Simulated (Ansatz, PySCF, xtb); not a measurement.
Gas-phase reaction R1 + 2 R2 → P1 + 2 P2, each structure at its B3LYP-D3(BJ)/def2-TZVP stationary point, reached from a drawn start (curvature not checked).
P1: H7NSi2 (SMILES [SiH3]N[SiH3]), charge 0, multiplicity 1.
P2, H2 (SMILES [H][H]) (charge 0, multiplicity 1):
```xyz
2

H      0.00000     0.00000     0.37199
H      0.00000     0.00000    -0.37199
```
R1, NH3 (SMILES N) (charge 0, multiplicity 1, Z-matrix in Å and degrees):
```
N
H 1 1.0136
H 1 1.0136 2 107.33
H 1 1.0136 2 107.33 3 -115.10
```
R2: SiH4 (SMILES [SiH4]), charge 0, multiplicity 1.

P less R. No zero-point or thermal terms.

Frozen-core correlation throughout. CBS(a, b) extrapolates the correlation energy as X⁻³ and adds the Hartree–Fock energy of set b.

The values were computed with Ansatz (a quantum-chemistry and plane-wave program) with Gaussian orbitals; PySCF for the D3/D4 terms; xtb for the GFN methods. No computed number here is a measurement.

### Question
One of these levels gives -13.20 kcal/mol for the reaction energy. Name it.
A. GFN2-xTB
B. MP2/CBS(cc-pV(T+d)Z, cc-pV(Q+d)Z)
C. PBE-D4/def2-TZVPP
D. r2SCAN-D3(BJ)/def2-TZVPP

### Answer
D, r2SCAN-D3(BJ)/def2-TZVPP. The others give -2.65 (GFN2-xTB), -10.75 (PBE-D4/def2-TZVPP), -17.23 (MP2/CBS(cc-pV(T+d)Z, cc-pV(Q+d)Z))
